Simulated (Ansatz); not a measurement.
Basis-set extrapolation for `C=C([SiH3])[SiH2][SiH3]` (PBE0-D4/def2-TZVP geometry, frozen core, Ansatz). Multiplicity 1, RHF reference.

```csv
,def2-TZVPP,def2-QZVPP
HF,-948.388834,-948.419303
MP2 correlation,-0.705421,-0.753260
CCSD(T) correlation,-0.816659,not run
```

Energies in hartree. Use E(X) = E(∞) + A·exp(−7.88·√X) for Hartree–Fock and E(X) = E(∞) + B·X^(−2.97) for correlation, with X = 3 and 4, and add CCSD(T) minus MP2 of the smaller set to the MP2 limit.

Q: What is the CCSD(T) energy at the basis-set limit?

A: HF limit: -948.419303 + (-0.030469) × 0.13774 = -948.42350. MP2 limit: -0.753260 + (-0.047839) × 0.74074 = -0.78870. Higher-order term: -0.816659 − (-0.705421) = -0.11124. Total: -949.32344 hartree, 309.7 kJ/mol below CCSD(T)/def2-TZVPP.
